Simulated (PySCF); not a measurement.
Species: F2O2S.
Bonds: O1–S2 (double), S2–O3 (double), S2–F4, S2–F5.

Computed geometry: GFN2-xTB, gas phase.

**Question.** What internal coordinates does the optimisation give?

**Answer.** 
```csv
bond,length (pm),order
"O1=S2, S2=O3",140.0,double
"S2–F4, S2–F5",159.8,single
```

Bonds in one row agree within 1 pm and their mean is given. Orders are formal, as drawn. A selection of angles:
```csv
angle,degrees
O1–S2–O3,124.9
O1–S2–F4,108.6
F4–S2–F5,93.2
```

S2 (sulfonyl sulfur) has angles from 93.2° to 124.9°.

Point group: C2v (every atom within 0.08 Å of its image). Stationary, but not proved a minimum.


SbH2Me, CH₅Sb.
Bonds: Sb1–C4. Hydrogens: H2, H3 on Sb1; H5, H6, H7 on C4.

The calculation used PBE0-D3(BJ)/def2-SVP geometry optimisation, gas phase, def2 core potentials past Kr in PySCF.

(1) List the bond lengths and angles at this level.

Results:

(1) 
```tsv
bond	length (bohr)
Sb1–H2, Sb1–H3	3.247
Sb1–C4	4.114
C4–H5, C4–H6, C4–H7	2.075
```

Bonds in one row agree within 0.02 bohr and their mean is given. A selection of angles:
```tsv
angle	degrees
H2–Sb1–H3	90.9
H2–Sb1–C4	93.7
Sb1–C4–H5	108.9
Sb1–C4–H6	111.0
H5–C4–H6	109.6
```

Sb1 (antimony bonded to C and 2 H) is pyramidal (angles 93.8°, 93.7° and 90.9°, sum 278.4°, 1.01 Å off the plane of its three neighbours).

Point group: Cs (every atom within 0.08 Å of its image). Whether it is a minimum is left open (no frequencies).
